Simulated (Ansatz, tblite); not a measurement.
Adding an electron: Ca2Cl2⁺. Total charge 1; doublet. Geometry: r2SCAN-D4/def2-TZVP. Ansatz, gas phase; energy differences of separate SCF runs; the reduced species is a triplet (the singlet lies 0.37 eV higher at PBE0-D4/def2-TZVP).

```
atom   x (Å)   y (Å)   z (Å)
 Ca1   0.763   0.043  -1.723
 Ca2  -0.761  -0.043   1.722
 Cl3  -0.310   1.744  -0.093
 Cl4   0.308  -1.745   0.093
```

The xTB rows come from tblite. The structure comes from a short search, and lower isomers may exist.

```csv
level,−HOMO (eV),−LUMO (eV),vertical EA (eV),HOMO–LUMO gap (eV)
GFN1-xTB,–,–,8.99,–
PBE-D4/def2-TZVP,7.01,6.62,4.90,0.39
r2SCAN-D4/def2-TZVP,7.01,6.62,4.98,0.39
```

Question: Estimate the rows for GFN2-xTB, PBE0-D4/def2-TZVP.

Answer: 
```csv
level,−HOMO (eV),−LUMO (eV),vertical EA (eV),HOMO–LUMO gap (eV)
GFN2-xTB,–,–,10.60,–
PBE0-D4/def2-TZVP,7.37,6.26,5.05,1.11
```

  HOMO and LUMO are the levels of the spin that leaves or enters (xTB has no such levels and no spin-polarisation term). Other spin states of the ions may lie lower, which would lower the ionisation energy or raise the affinity. Raw xTB energy differences between charge states are shifted by several eV; the methods need an empirical correction for them.
